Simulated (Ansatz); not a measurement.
An input meant for Cs₃Cl₃ (charge 0, singlet).

```yaml
crystal:
  periodic: [false, false, false]
  atoms:
    - {symbol: Cs, position_ang: [-3.233972, -0.472949, 0.900128]}
    - {symbol: Cs, position_ang: [0.553781, -0.871796, -2.014949]}
    - {symbol: Cs, position_ang: [1.244443, 1.135555, 1.512970]}
    - {symbol: Cl, position_ang: [-0.385776, -1.826573, 1.099638]}
    - {symbol: Cl, position_ang: [-1.360987, 1.573296, -0.611927]}
    - {symbol: Cl, position_ang: [3.182503, 0.462476, -0.885849]}
basis:
  gaussian: {orbitals: def2-mTZVP}
total_charge: 4
hamiltonian: {xc: {name: r2SCAN50}}
scf: {omitted_lower_state_checks: [starts]}
```

```sh
$ ansatz run in.yaml --threads 4 --pin off --events-out ev --progress --plain --max-ram 3916MiB
```

It prints (some lines left out):

```
Functional definition: r2SCAN50
1755 factors; their error is unknown
mean field evaluation 1: about -39048.3446 eV, gradient 1.2e2 eV
mean field evaluation 2: about -37866.8393 eV, gradient 3.6e2 eV
mean field evaluation 4: about -39107.5177 eV, gradient 1.1e2 eV
mean field evaluation 8: about -39107.5193 eV, gradient 1.1e2 eV
mean field evaluation 16: about -39153.0925 eV, gradient 2.2e0 eV
mean field evaluation 32: about -39153.9434 eV, gradient 8.7e-2 eV
mean field -39153.94343735 eV, -1438.8808818264 hartree, gradient 4.4e-6 eV, S^2 0.000000; 0 other end points of the search recorded, 0 dependent functions left out
reference -39153.94346661 eV, -1438.8808829017 hartree; 37, 37 occupied and 116, 116 virtual orbitals, 1755 factors
Total energy: -39153.94346661 eV, -1438.8808829017 hartree
Checks for a lower state left out: starts
```

In this input the charge is far from what the species holds (4 typed, 0 meant). Self-consistency was reached. The result belongs to that input, not to the species as meant.

In the def2 sets Cs takes a core potential; there is no spin–orbit coupling.
